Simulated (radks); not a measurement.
Values are calculated unless marked as measured or tabulated.
Ionisation of the titanium ion Ti+, [Ar] 3d2 4s1, to Ti2+, [Ar] 3d2, under several functionals. Scalar-relativistic Kohn-Sham, spin-polarised, spherical densities, finite nucleus; open shells are filled with parallel spins first; a radial shooting solver on a logarithmic mesh with Libxc functionals.

LDA (Slater exchange, Perdew-Wang correlation): E(Ti+) (hartree) -851.49379; Exc (hartree) -39.92557; IE (eV) 14.260; -e(HOMO) (eV) 11.126; <r> HOMO (bohr) 3.108; IE error (eV) +0.684
BP86: E(Ti+) (hartree) -853.67861; Exc (hartree) -42.16009; IE (eV) 14.163; -e(HOMO) (eV) 11.114; <r> HOMO (bohr) 3.110; IE error (eV) +0.587
OLYP: E(Ti+) (hartree) -853.69097; Exc (hartree) -42.20952; IE (eV) 13.667; -e(HOMO) (eV) 10.631; <r> HOMO (bohr) 3.135; IE error (eV) +0.092
LDA (Slater exchange, Perdew-Zunger correlation): E(Ti+) (hartree) -851.48876; Exc (hartree) -39.91980; IE (eV) 14.251; -e(HOMO) (eV) 11.120; <r> HOMO (bohr) 3.110; IE error (eV) +0.675
HCTH/407: E(Ti+) (hartree) -853.78329; Exc (hartree) -42.32556; IE (eV) 13.697; -e(HOMO) (eV) 10.880; <r> HOMO (bohr) 3.118; IE error (eV) +0.121
XLYP: E(Ti+) (hartree) -853.79645; Exc (hartree) -42.27991; IE (eV) 14.081; -e(HOMO) (eV) 10.831; <r> HOMO (bohr) 3.125; IE error (eV) +0.505
exchange-only r2SCAN: E(Ti+) (hartree) -852.67622; Exc (hartree) -41.12505; IE (eV) 13.448; -e(HOMO) (eV) 10.796; <r> HOMO (bohr) 3.187; IE error (eV) -0.128
MS2 meta-GGA: E(Ti+) (hartree) -853.51924; Exc (hartree) -41.99323; IE (eV) 13.935; -e(HOMO) (eV) 10.954; <r> HOMO (bohr) 3.138; IE error (eV) +0.360
RPBE: E(Ti+) (hartree) -853.52097; Exc (hartree) -42.00206; IE (eV) 13.948; -e(HOMO) (eV) 10.868; <r> HOMO (bohr) 3.142; IE error (eV) +0.372
TASK exchange with Perdew-Wang LDA correlation: E(Ti+) (hartree) -853.18901; Exc (hartree) -41.64290; IE (eV) 13.349; -e(HOMO) (eV) 11.488; <r> HOMO (bohr) 3.118; IE error (eV) -0.227

NIST Atomic Spectra Database: 13.576 eV (measured). Closest: OLYP. The Delta-SCF values span 0.91 eV, the total energies 2.31 hartree. The highest occupied level is 4s. Open shells are spherical and high-spin; term and fine-structure splittings are not resolved.
